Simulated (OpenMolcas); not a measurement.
# Te⁺: thermal populations, worked from levels

```
Program             : OpenMolcas
Basis               : ANO-RCC-VDZP [6s5p3d1f]
Scalar Hamiltonian  : DKH2, point nucleus
Active space        : 3 electrons in 3 orbitals (5p)
State averaging     : 2S+1 = 4 odd, 1 root; 2S+1 = 2 odd, 8 roots
Spin-orbit coupling : state interaction with AMFI integrals over the reference wave functions, term energies averaged over their components
```

Methods: CASSCF; SS-CASPT2, IPEA 0.25 Eh, imaginary shift 0.1 Eh (closed shells correlated: 4d 5s). Measured levels: NIST Handbook of Basic Atomic Spectroscopic Data.

**Thermal populations.** Z = Σ (2J + 1) exp(-E/kT) with k = 0.695035 cm-1/K, over the levels below. No other level of either list lies under 71100 cm-1, which is above 7 kT at each temperature.

| Level | 2J + 1 | SS-CASPT2 | measured |
| --- | --- | --- | --- |
| 5s2 5p3 4S* 3/2 | 4 | 0.0 | 0.0 |
| 5s2 5p3 2D* 3/2 | 4 | 12960 | 10222 |
| 5s2 5p3 2D* 5/2 | 6 | 14940 | 12422 |
| 5s2 5p3 2P* 1/2 | 2 | 23740 | 20547 |
| 5s2 5p3 2P* 3/2 | 4 | 26640 | 24032 |

| T (K) | Z, SS-CASPT2 | Z, measured levels | Ground level (%), SS-CASPT2 | Ground level (%), measured levels |
| --- | --- | --- | --- | --- |
| 5000 | 4.182 | 4.389 | 95.7 | 91.1 |
| 8000 | 4.859 | 5.382 | 82.3 | 74.3 |
| 12000 | 6.126 | 6.922 | 65.3 | 57.8 |

At 12000 K, kT = 8340 cm-1, and the computed levels give Z = 4.000 + 0.846 + 1.000 + 0.116 + 0.164 = 6.126.

CASPT2 breaks the degeneracy within a term, and the mean is taken; among the terms shown or strongly mixed into the levels shown the widest spread is 110 cm-1 (5s2 5p3 2D*, SS-CASPT2). With the s shell closed, the reference lacks s² → p² mixing. Some terms miss by over 15 % even with CASPT2, which points to a basis or an active space too small for the shells correlated (holds for SS-CASPT2). Computed and measured levels are paired by configuration, term and J; levels that our copy of the source lacks, or whose pairing is in doubt (as where it misses far off the trend of its configuration), stay unpaired and out of the deviations. Only configurations of the active space appear.

* marks odd parity.
